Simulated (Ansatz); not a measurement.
Frontier orbitals of CH4N2Si (`N[SiH]1C=N1`).

Total charge 0; spin multiplicity 1. The geometry is a stationary point of PBE0-D4/def2-TZVP. It is one conformer, not always the lowest. Basis def2-TZVPP, the Gaussian-basis code of Ansatz.

| functional | HOMO (eV) | LUMO (eV) |
| --- | --- | --- |
| LDA (SPW92) | -5.02 | -2.02 |

Question: Give HOMO and LUMO (eV) with PBE, revPBE, BLYP, r2SCAN, B97M-V, PBE0, B3LYP, r2SCANh, r2SCAN0, HSE06 (plane-wave form), BHLYP, CAM-B3LYP, LC-ωPBE, ωB97X-V, ωB97M-V, HF. (An estimate is asked.)

Answer: Ansatz gave: 
```json
{"functional": "PBE", "HOMO": "-4.88", "LUMO": "-1.76"}
{"functional": "revPBE", "HOMO": "-4.83", "LUMO": "-1.67"}
{"functional": "BLYP", "HOMO": "-4.76", "LUMO": "-1.60"}
{"functional": "r2SCAN", "HOMO": "-5.09", "LUMO": "-1.53"}
{"functional": "B97M-V", "HOMO": "-5.17", "LUMO": "-1.39"}
{"functional": "PBE0", "HOMO": "-6.13", "LUMO": "-0.57"}
{"functional": "B3LYP", "HOMO": "-5.92", "LUMO": "-0.82"}
{"functional": "r2SCANh", "HOMO": "-5.56", "LUMO": "-1.09"}
{"functional": "r2SCAN0", "HOMO": "-6.27", "LUMO": "-0.45"}
{"functional": "HSE06 (plane-wave form)", "HOMO": "-5.73", "LUMO": "-0.97"}
{"functional": "BHLYP", "HOMO": "-7.31", "LUMO": "0.67"}
{"functional": "CAM-B3LYP", "HOMO": "-7.48", "LUMO": "0.67"}
{"functional": "LC-ωPBE", "HOMO": "-8.80", "LUMO": "1.91"}
{"functional": "ωB97X-V", "HOMO": "-8.45", "LUMO": "1.82"}
{"functional": "ωB97M-V", "HOMO": "-8.35", "LUMO": "1.68"}
{"functional": "HF", "HOMO": "-9.18", "LUMO": "3.19"}
```

B3LYP here is the variant with VWN-RPA as its local correlation; programs differ in this. LC-ωPBE has ω = 0.4 bohr⁻¹. Positive LUMOs are unbound and depend on the basis.
